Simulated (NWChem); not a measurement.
Species: CCl3 cation

```xyz
4

Cl    -1.5920     0.4266     0.0000
C      0.0000     0.0000     0.0000
Cl     0.4266    -1.5920     0.0000
Cl     1.1654     1.1654     0.0000
```
Atoms are numbered in this order, from 1.

The geometry was optimised at PBE0/def2-SVP.

Q: Give the principal values of the shielding tensors (ppm) of Cl1, C2 from B3LYP/IGLO-III, GIAO (NWChem), with their diamagnetic and paramagnetic parts as GIAO splits them.

A: 
```csv
atom,σ11,σ22,σ33,isotropic,diamagnetic,paramagnetic
Cl1,-385.9,211.0,278.7,34.6,1145.5,-1110.9
C2,-154.3,-154.3,51.6,-85.7,260.1,-345.8
```
